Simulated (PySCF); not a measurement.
SCF from a fresh guess for quintet [CoS2]+, at the PBE0 minimum. PySCF input:

```python
from pyscf import gto, scf, dft
mol = gto.M(atom='''
Co     0.000000    -0.000000    -1.044758
S      1.011955    -0.000000     0.962952
S     -1.011955     0.000000     0.962952''',
    basis={'Co': 'def2-SVP', 'S': 'def2-SVP'},
    charge=1, spin=4)
mf = dft.UKS(mol, xc='PBE0')
mf.grids.atom_grid = (50, 194)
aux = {'Co': 'def2-universal-JKFIT', 'S': 'def2-universal-JKFIT'}
mf = mf.density_fit(auxbasis=aux)
mf.conv_tol = 1e-08
mf.diis_space = 10
mf.max_cycle = 60
mf.init_guess = 'minao'
mf.verbose = 4
mf.kernel()
```

Excerpt of the output (cycles alone); where DIIS stalls, ADIIS, DIIS with a small level shift and a second-order solver take over in turn:

```
init E= -2177.5253879795
cycle= 1 E= -2160.57668679349  delta_E= 16.9  |g|= 3.03  |ddm|= 8.62
cycle= 2 E= -2141.70835960218  delta_E= 18.9  |g|= 4.38  |ddm|= 10.2
cycle= 3 E= -2170.95142121688  delta_E= -29.2  |g|= 3.44  |ddm|= 7.71
cycle= 4 E= -2171.02378210443  delta_E= -0.0724  |g|= 3.37  |ddm|= 2.61
cycle= 5 E= -2170.96840682915  delta_E= 0.0554  |g|= 3.37  |ddm|= 0.329
cycle= 6 E= -2170.94311458511  delta_E= 0.0253  |g|= 3.38  |ddm|= 0.0237
cycle= 7 E= -2171.19452083675  delta_E= -0.251  |g|= 3.33  |ddm|= 0.352
cycle= 8 E= -2171.16398539131  delta_E= 0.0305  |g|= 3.34  |ddm|= 0.283
cycle= 9 E= -2171.07581093852  delta_E= 0.0882  |g|= 3.35  |ddm|= 0.155
cycle= 10 E= -2171.10277743027  delta_E= -0.027  |g|= 3.35  |ddm|= 0.0334
cycle= 11 E= -2171.14273939079  delta_E= -0.04  |g|= 3.34  |ddm|= 0.038
cycle= 12 E= -2150.32476869988  delta_E= 20.8  |g|= 4.02  |ddm|= 7.21
cycle= 13 E= -2170.01670777798  delta_E= -19.7  |g|= 3.55  |ddm|= 7.39
... 38 lines left out ...
cycle= 52 E= -2177.89177705059  delta_E= -0.00563  |g|= 0.0152  |ddm|= 0.118
cycle= 53 E= -2177.89272759174  delta_E= -0.000951  |g|= 0.0125  |ddm|= 0.064
cycle= 54 E= -2177.8928140637  delta_E= -8.65e-05  |g|= 0.0128  |ddm|= 0.00549
cycle= 55 E= -2177.89130741174  delta_E= 0.00151  |g|= 0.00673  |ddm|= 0.126
cycle= 56 E= -2177.89099158537  delta_E= 0.000316  |g|= 0.00423  |ddm|= 0.0714
cycle= 57 E= -2177.89101624234  delta_E= -2.47e-05  |g|= 0.00244  |ddm|= 0.0363
cycle= 58 E= -2177.89107670395  delta_E= -6.05e-05  |g|= 0.00196  |ddm|= 0.0216
cycle= 59 E= -2177.89111638072  delta_E= -3.97e-05  |g|= 0.00195  |ddm|= 0.0148
cycle= 60 E= -2177.89113589408  delta_E= -1.95e-05  |g|= 0.00202  |ddm|= 0.0073
SCF not converged.
init E= -2177.5253879795
cycle= 1 E= -2160.57668679349  delta_E= 16.9  |g|= 3.03  |ddm|= 8.62
cycle= 2 E= -2141.70835960218  delta_E= 18.9  |g|= 4.38  |ddm|= 10.2
cycle= 3 E= -2171.81790279998  delta_E= -30.1  |g|= 3.32  |ddm|=  8.1
cycle= 4 E= -2177.66981291493  delta_E= -5.85  |g|= 0.627  |ddm|= 2.54
cycle= 5 E= -2177.78631715263  delta_E= -0.117  |g|= 0.509  |ddm|= 1.14
cycle= 6 E= -2177.85681506463  delta_E= -0.0705  |g|= 0.398  |ddm|= 0.723
cycle= 7 E= -2177.74605435406  delta_E= 0.111  |g|= 0.653  |ddm|= 0.667
cycle= 8 E= -2177.90877956523  delta_E= -0.163  |g|= 0.131  |ddm|= 0.479
cycle= 9 E= -2177.90951787621  delta_E= -0.000738  |g|= 0.173  |ddm|= 0.252
cycle= 10 E= -2177.91501163136  delta_E= -0.00549  |g|= 0.128  |ddm|= 0.197
cycle= 11 E= -2177.91788208064  delta_E= -0.00287  |g|= 0.115  |ddm|= 0.21
cycle= 12 E= -2177.92438755814  delta_E= -0.00651  |g|= 0.0473  |ddm|= 0.155
cycle= 13 E= -2177.92333856696  delta_E= 0.00105  |g|= 0.0995  |ddm|= 0.139
cycle= 14 E= -2177.92728734871  delta_E= -0.00395  |g|= 0.0411  |ddm|= 0.108
cycle= 15 E= -2177.92759701643  delta_E= -0.00031  |g|= 0.0656  |ddm|= 0.0944
cycle= 16 E= -2177.92848227973  delta_E= -0.000885  |g|= 0.0551  |ddm|= 0.0906
cycle= 17 E= -2177.92989174207  delta_E= -0.00141  |g|= 0.0334  |ddm|= 0.0757
cycle= 18 E= -2177.92946195351  delta_E= 0.00043  |g|= 0.0582  |ddm|= 0.0767
cycle= 19 E= -2177.93092719762  delta_E= -0.00147  |g|= 0.0175  |ddm|= 0.0582
cycle= 20 E= -2177.93075890513  delta_E= 0.000168  |g|= 0.0398  |ddm|= 0.0512
SCF not converged.
init E= -2177.93075890513
cycle= 1 E= -2177.92902487722  delta_E= 0.00173  |g|= 0.0859  |ddm|= 0.0892
cycle= 2 E= -2177.92115749295  delta_E= 0.00787  |g|= 0.172  |ddm|= 0.174
cycle= 3 E= -2177.93137516894  delta_E= -0.0102  |g|= 0.0272  |ddm|= 0.0931
cycle= 4 E= -2177.93179790453  delta_E= -0.000423  |g|= 0.00528  |ddm|= 0.0247
cycle= 5 E= -2177.93194709337  delta_E= -0.000149  |g|= 0.00409  |ddm|= 0.0218
cycle= 6 E= -2177.93210167399  delta_E= -0.000155  |g|= 0.00273  |ddm|= 0.0296
cycle= 7 E= -2177.93217706873  delta_E= -7.54e-05  |g|= 0.00193  |ddm|= 0.0197
cycle= 8 E= -2177.93224964463  delta_E= -7.26e-05  |g|= 0.00245  |ddm|= 0.0319
cycle= 9 E= -2177.93226489274  delta_E= -1.52e-05  |g|= 0.00087  |ddm|= 0.0126
cycle= 10 E= -2177.93226892139  delta_E= -4.03e-06  |g|= 0.000769  |ddm|= 0.00795
cycle= 11 E= -2177.93226970947  delta_E= -7.88e-07  |g|= 0.000284  |ddm|= 0.00333
cycle= 12 E= -2177.93226980287  delta_E= -9.34e-08  |g|= 8.85e-05  |ddm|= 0.00106
cycle= 13 E= -2177.93226981413  delta_E= -1.13e-08  |g|= 3.47e-05  |ddm|= 0.000363
cycle= 14 E= -2177.93226981564  delta_E= -1.5e-09  |g|= 1.11e-05  |ddm|= 0.000122
Extra cycle  E= -2177.93226981567  delta_E= -3.05e-11  |g|= 2.21e-05  |ddm|= 3.64e-05
converged SCF energy = -2177.93226981567  <S^2> = 6.0147716  2S+1 = 5.0059052
```

No lower solution of this spin was found from smeared starts or by a stability analysis within the unrestricted form.

With open d or f shells other occupations or spin states may lie lower.

The search for the lowest solution, 3 starts and the stability check together, took 31 s on 2 threads of a shared Arm Neoverse N1 host, with 67 basis functions; the process peaked at 0.33 GiB.
